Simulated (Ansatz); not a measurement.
A nudged elastic band was laid between two geometries of FH₂O₂Si (6 atoms, charge 0, multiplicity 2).

Theory: UKS PBE-D4/def2-SVP in Ansatz.

| Quantity | Value |
| --- | --- |
| movable images | 5 |
| climbing image | yes |
| spring | 5.0 eV/Å² |
| optimiser | quadratic models (default) |
| start path | IDPP |
| force threshold | 0.05 eV/Å |
| iteration limit | 60 |
| end points | relaxed |

Image 0:

```xyz
6
Properties=species:S:1:pos:R:3
O -0.941 1.028 -0.627
Si 0.385 0.033 -0.438
O 0.329 -0.594 1.119
F 0.175 -1.149 -1.554
H -1.031 1.707 0.066
H 1.124 -1.089 1.387
```

Image 6:

```xyz
6
Properties=species:S:1:pos:R:3
O -0.900 0.814 0.459
Si 0.309 0.118 -0.475
O 0.957 -1.149 0.397
F -0.318 -0.583 -1.817
H -1.264 1.644 0.099
H 1.258 -0.908 1.292
```

(1) What changes between the two ends?

(2) Give the energies along the band, and the barrier.

(3) What is the geometry of the highest image?

## Answers

(1) No bond is made or broken. The dihedral O1–Si2–O3–H6 goes from -172 to -54°. The two ends are copies of one structure, up to a mirror image or an exchange of like atoms.

(2) It converged. The highest image is number 3 of 0 to 6, 1.9 kcal/mol above the ends, which have the same energy within 2 meV. A vibrational analysis at the climbing image gives 2 clearly imaginary modes (288i, 200i cm⁻¹): a point of higher order, so a lower path passes nearby.

| image | path coordinate (Å) | energy (kcal/mol) | dihedral O1–Si2–O3–H6 (°) |
| --- | --- | --- | --- |
| 0 | 0.00 | 0.0 | -172 |
| 1 | 0.28 | 0.3 | -162 |
| 2 | 0.56 | 1.3 | -143 |
| 3 | 0.84 | 1.9 | -120 |
| 4 | 1.12 | 1.3 | -99 |
| 5 | 1.39 | 0.3 | -78 |
| 6 | 1.67 | 0.0 | -54 |

(3) 
```xyz
6
Properties=species:S:1:pos:R:3
O -1.094 0.944 -0.122
Si 0.301 0.049 -0.360
O 0.453 -1.130 0.819
F 0.073 -0.759 -1.765
H -0.949 1.895 0.020
H 1.257 -1.062 1.362
```

Run time: 2.2 min on 1 thread of Arm Neoverse N1, on a shared host, peak memory 0.13 GiB.
